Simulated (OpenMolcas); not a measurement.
# Cl II: thermal populations, the spin-orbit constant, worked from levels

- Program: OpenMolcas
- Basis: ANO-L-VTZP [5s4p2d1f]
- Scalar Hamiltonian: non-relativistic, point nucleus
- Active space: 6 electrons in 4 orbitals (3s 3p)
- State averaging: 2S+1 = 3 even, 3 roots; 2S+1 = 1 even, 6 roots; 2S+1 = 3 odd, 3 roots; 2S+1 = 1 odd, 3 roots
- Spin-orbit coupling: RASSI with atomic mean-field integrals over the reference wave functions, term energies averaged over their components

Methods: CASSCF; SS-CASPT2, IPEA 0.25 Eh, imaginary shift 0.1 Eh (closed shells correlated: 2s 2p). Measured levels: NIST Handbook of Basic Atomic Spectroscopic Data.

**Thermal populations.** Z = Σ (2J + 1) exp(-E/kT) with k = 0.695035 cm-1/K, over the levels below. No other level of either list lies under 90000 cm-1, which is above 7 kT at each temperature.

```tsv
Level	2J + 1	SS-CASPT2	measured
3s² 3p⁴ ³P₂	5	0.0	0.0
3s² 3p⁴ ³P₁	3	646	696
3s² 3p⁴ ³P₀	1	933	996
3s² 3p⁴ ¹D₂	5	12220	11654
3s² 3p⁴ ¹S₀	1	28020	27878
```

```tsv
T (K)	Z, SS-CASPT2	Z, measured levels	Ground level (%), SS-CASPT2	Ground level (%), measured levels
5000	8.404	8.381	59.5	59.7
8000	9.078	9.104	55.1	54.9
12000	9.861	9.919	50.7	50.4
```

At 12000 K, kT = 8340 cm-1, and the computed levels give Z = 5.000 + 2.776 + 0.894 + 1.155 + 0.035 = 9.861.

**The spin-orbit constant.** For the Hund term ³P of p4, E(J) = (A/2) J(J+1) + constant and ζ = -2S·A = -2A. From J = 0 to J = 2 the energy changes by 3 A.

```csv
Source,E(2) - E(0),A,ζ
CASSCF,-928.5,-309.5,619
SS-CASPT2,-932.5,-310.8,622
measured,-996.5,-332.2,664
```

All in cm-1. SS-CASPT2 is off by -6.4 % and CASSCF by -6.8 %. Both methods take the spin-orbit matrix elements from the reference wave functions, so the second can move ζ only through the term energies and any multistate remixing. Second-order mixing with other terms is absorbed into this ζ.

CASPT2 does not keep the components of a term degenerate, so their means are used; among the terms shown or strongly mixed into the levels shown the widest spread is 100 cm-1 (3s² 3p⁴ ¹D, SS-CASPT2). Over all roots computed the reference weight is 0.87 to 0.96 in SS-CASPT2; the roots of lowest weight are the least certain, and an intruder state may touch them. Without dynamic correlation excited terms often stand tens of per cent too high (terms of higher spin than the ground term too low), and those without a measured partner can miss by more than the paired ones (holds for CASSCF). Measured partners are found by configuration, term and J. A level has none where our copy of the source lacks it or the pairing is in doubt (some pairs that miss far off the trend of their configuration count as doubtful), and it then counts in no deviation. Only configurations of the active space appear.
